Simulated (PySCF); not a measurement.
SMILES F[Si](F)(F)c1ccc([SiH3])s1 (C₄H₅F₃SSi₂) (GFN2-xTB optimised geometry):

```
15

F      1.002    -0.766     0.000
Si    -0.585    -0.766     0.000
F     -1.002     0.766     0.000
F     -1.001    -1.272    -1.446
C     -1.282    -1.755     1.394
C     -0.597    -2.450     2.360
C     -1.438    -3.100     3.277
C     -2.771    -2.915     3.031
Si    -4.249    -3.580     3.982
S     -2.995    -1.918     1.640
H      0.477    -2.485     2.397
H     -1.076    -3.690     4.099
H     -5.077    -4.363     3.064
H     -3.716    -4.412     5.059
H     -5.008    -2.447     4.513
```

Level of theory: CAM-B3LYP/def2-TZVP run with PySCF 2.14.0.

**Question.** What are the frontier orbital energies and the dipole moment?

**Answer.** HOMO-2 -11.35 eV, HOMO-1 -9.14 eV, HOMO -8.89 eV, LUMO -0.67 eV, LUMO+1 0.93 eV; dipole moment 3.75 D.

On the same geometry PBE/def2-TZVP in PySCF gives HOMO-2 -8.64 eV, HOMO-1 -6.87 eV, HOMO -6.66 eV, LUMO -2.52 eV, LUMO+1 -1.07 eV; dipole moment 3.50 D.

Meta-Löwdin charges at CAM-B3LYP/def2-TZVP: F1 -0.49, Si2 1.65, F3 -0.49, F4 -0.49, C5 -0.43, C6 -0.11, C7 -0.14, C8 -0.35, Si9 0.53, S10 0.32, H11 0.14, H12 0.13, H13 -0.09, H14 -0.09, H15 -0.09.
